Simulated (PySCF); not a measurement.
Computed IR spectrum (relative IR intensity) of a molecule C4H4F2. Coordinates come from a PBE0-D3(BJ)/def2-SVP optimisation. One conformer was computed; it need not be the lowest. Method: PBE0-D3(BJ)/def2-SVP run with PySCF. Harmonic, unscaled wavenumbers; measured fundamentals usually lie a few per cent lower.

| ν (cm⁻¹) | relative intensity |
|---|---|
| 157 | 3.6 |
| 340 | 12 |
| 651 | 3.2 |
| 791 | 29 |
| 1091 | 96 |
| 1246 | 90 |
| 1357 | 5.3 |
| 1723 | 100 |
| 3227 | 3.9 |
| 3246 | 4.3 |

Which molecule gave these data?
(A) F/C=C\C=C/F
(B) FC1=CC[C@H]1F
(C) C=C=CC(F)F
(D) C#CCC(F)F

A, F/C=C\C=C/F
